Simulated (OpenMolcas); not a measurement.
## Worked example: ideal-gas entropy of CH5BFN (SMILES CB(N)F)

A singlet with charge 0, relaxed at HF/6-31G* (Cartesian functions) (OpenMolcas 26.06):

```xyz
9

C    -0.4309    0.9695   -0.5434
B     0.1009   -0.4901   -0.2512
N     0.5477   -0.9315    0.9968
F     0.1311   -1.3719   -1.2577
H     0.1707    1.4431   -1.3161
H    -0.4255    1.6169    0.3281
H    -1.4483    0.9317   -0.9264
H     0.8775   -1.8593    1.1466
H     0.5653   -0.3548    1.8062
```

Harmonic wavenumbers in cm⁻¹: 106, 337, 435, 473, 512, 643, 796, 941, 983, 1000, 1370, 1467, 1523, 1613, 1621, 1799, 3191, 3244, 3262, 3837, 3941.

Masses in u: C 12.011, B 10.81, N 14.007, F 18.998, H 1.008. Take T = 298.15 K, p = 1 bar, R = 8.3145 J/(mol K), kT/hc = 207.22 cm⁻¹, rigid rotor and harmonic oscillator.

**Question.** Work out S° at 298 K.

**Answer.** 
1. Translation (Sackur–Tetrode): S = R[3/2 ln M + 5/2 ln T − 1.1517] with M = 60.866 gives 160.1 J/(mol K).
2. Rotation: principal moments 53.250, 63.406, 113.597 u Å² give A, B, C = 0.3166, 0.2659, 0.1484 cm⁻¹; the symmetry number is σ = 1; q = (√π/σ)√((kT/hc)³/ABC) = 47303; S = R(ln q + 3/2) = 102.0.
3. Vibration: with u = ν̃/207.22, each mode gives R[u/(eᵘ − 1) − ln(1 − e⁻ᵘ)]; the sum is 32.4, most from 106 cm⁻¹ (14.0), 337 cm⁻¹ (5.1), 435 cm⁻¹ (3.5).
4. Spin: R ln 1 = 0.0.
5. Sum: 160.1 + 102.0 + 32.4 + 0.0 = 294.5 J/(mol K).

No measured value is set beside it here. Where a soft mode is a torsion, a harmonic oscillator describes it poorly. Unscaled Hartree–Fock wavenumbers run high.
